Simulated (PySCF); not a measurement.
Give a PBE0-D3(BJ)/def2-SVP geometry of InChI=1S/C5H7B/c1-3-4-5(2)6/h2,6H2,1H3.

```
atom  x, y, z in Å
B1     2.0931   -0.9017    0.6669
C2     1.2166    0.1444   -0.0750
C3     1.8439    1.1436   -0.7464
C4    -0.2104    0.0506   -0.0453
C5    -1.4194   -0.0656    0.0056
C6    -2.8642   -0.1988    0.0675
H7     1.5999   -1.8186    1.2777
H8     3.2960   -0.7818    0.6213
H9     2.9357    1.1979   -0.7559
H10    1.2944    1.9168   -1.2939
H11   -3.3517    0.3118   -0.7778
H12   -3.2607    0.2404    0.9970
H13   -3.1680   -1.2573    0.0450
```

Any rigid rotation of these coordinates is as good. Atoms count from 1 in this order. B1 (three-coordinate boron) is planar (angles 121.5°, 120.0° and 118.4°, sum 360.0°, 0.00 Å off the plane of its three neighbours). Of the pairs four or more bonds apart, H8···H9 is among the closest relative to their van der Waals radii: 2.44 Å, 102 % of the sum of Bondi's values. The 4 C–C bonds span 1.216 Å (C4≡C5, drawn triple) to 1.452 Å (C5–C6, drawn single), a spread of 0.236 Å. The 6 heavy atoms lie in one plane (0.001 Å rms).

Bonds between heavy atoms (Å): B1–C2 1.553, C2=C3 1.357, C2–C4 1.430, C4≡C5 1.216, C5–C6 1.452.

Method: PBE0-D3(BJ)/def2-SVP geometry optimisation, gas phase in PySCF 2.14.0.

Whether it is a minimum is left open (no frequencies).
